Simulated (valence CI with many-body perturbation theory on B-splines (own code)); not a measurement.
Values are calculated unless marked as measured or tabulated.
# Ge¹⁹⁺: what the settings do

Method: valence CI with perturbative core correlation (CI+MBPT): three valence electrons over a frozen Dirac-Fock core [Ne], a basis of 6 s, 6 p, 5 d, 3 f, 1 g functions for each j, with the one-electron correlation potential Σ1, the two-electron term Σ2, the three-electron term Σ3, Breit, model QED; selected CI, second order for the rest, scaled by the run's own slope (own B-spline code, finite nucleus).

No measured levels were compared; by estimate levels of excited configurations hold to 0.05 to 0.15 % of their energy, terms of the ground configuration to about 0.5 %.

The reference run has the lowest level 3s2 3p 2P°_1/2 and an ionisation energy of 749.311 eV. Its largest variational space holds 2931 state functions.

Names give the largest LS component (configuration and term), which can be under half, so a name can repeat, a term be missing and a line seem to break the LS rules; names also repeat where a configuration has a term twice.

```
         Level  Reference (cm⁻¹)  Shift (cm⁻¹)
3s2 3p 2P°_3/2             54585         +1126
 3s 3p2 4P_1/2            332510          +663
 3s 3p2 4P_3/2            358573         +1318
 3s 3p2 4P_5/2            382537         +1905
 3s 3p2 2D_3/2            453952         +1657
 3s 3p2 2D_5/2            466450         +2256
 3s 3p2 2P_1/2            531056         +1065
 3s 3p2 2S_1/2            585882         +2096
 3s 3p2 2P_3/2            597536         +2228
 3s2 3d 2D_3/2            682649         +2129
 3s2 3d 2D_5/2            689905         +2720
   3p3 2D°_3/2            846808         +2056
```

The ionisation energy moves by +0.386 eV.

**Question.** Which of these changes was made?
A. scale of Σ1 1 → 0.9
B. Breit term on → off; QED terms on → off
C. selection threshold (hartree) 2e-08 → 1e-05

**Answer.** B. Breit term on → off; QED terms on → off.
